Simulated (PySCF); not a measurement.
B(Cl)2(OSiH3) (BCl2H3OSi), SMILES [SiH3]OB(Cl)Cl.

Geometry: B3LYP-D3(BJ)/def2-SVP. The structure was generated by enumeration, and PubChem lists no compound with its InChIKey, so it may never have been made. Other conformers were not sampled.

These are PBE/def2-TZVP (PySCF) values and carry that method's errors.

Symmetry labels are those of the subgroup Cs that the program uses (full group Cs).

Computed valence orbital energies around the gap with their symmetry:
```
orbital  symmetry  energy (eV)
-------  --------  -----------
HOMO−7         A"       -10.74
HOMO−6         A'        -9.36
HOMO−5         A"        -8.98
HOMO−4         A'        -8.39
HOMO−3         A'        -8.24
HOMO−2         A"        -8.19
HOMO−1         A"        -8.01
HOMO           A'        -7.52
LUMO           A"        -1.58
LUMO+1         A'        -1.11
LUMO+2         A'         0.20
LUMO+3         A'         0.59
```
